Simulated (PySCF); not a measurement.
A GIAO shielding run with PySCF 2.14 (density fitting, non-relativistic, gas phase) on `C=CC[C@]1(C)C[SiH2]O[SiH2]1`, C6H14OSi2:

```
$ OMP_NUM_THREADS=1 python probes_run.py task.json out

{"job": {"kind": "nmr", "xc": "PBE0", "basis": "pcSseg-1"}, "charge": 0, "multiplicity": 1}
C      3.061489     0.761302     1.173250
C      2.245881     0.000521     0.467536
C      0.933953    -0.521276     0.952132
C     -0.232826    -0.049183     0.069951
C     -0.303807     1.479066     0.116861
C     -1.565214    -0.620526     0.600005
Si    -2.801343    -0.677996    -0.849693
O     -1.715568    -0.770091    -2.079213
Si    -0.117523    -0.626636    -1.760633
H      3.999239     1.116077     0.780279
H      2.826318     1.058839     2.182425
H      2.500366    -0.282451    -0.546676
H      0.967711    -1.615640     0.937474
H      0.770203    -0.202387     1.985801
H      0.613947     1.920926    -0.266661
H     -1.138226     1.839804    -0.481780
H     -0.444206     1.827444     1.140902
H     -1.907286    -0.048772     1.463839
H     -1.401354    -1.641741     0.954735
H     -3.601246    -1.895247    -0.914439
H     -3.573539     0.545519    -1.047812
H      0.396357     0.379450    -2.680100
H      0.481921    -1.950018    -1.915165
```

Hardware: 1 thread of an Intel Xeon 6975P-C, shared host. The job also computes population analyses, field gradients, ring-centre shieldings.

Task: How large is the calculation?

Result: 86 electrons, 237 basis functions and 1273 auxiliary functions.

Task: How long does it take, and how much memory does it need?

Result: 39 s of wall time, with 14 SCF cycles and 4 response iterations; peak memory 1.1 GiB. Times on a shared host scatter by some tens of per cent.
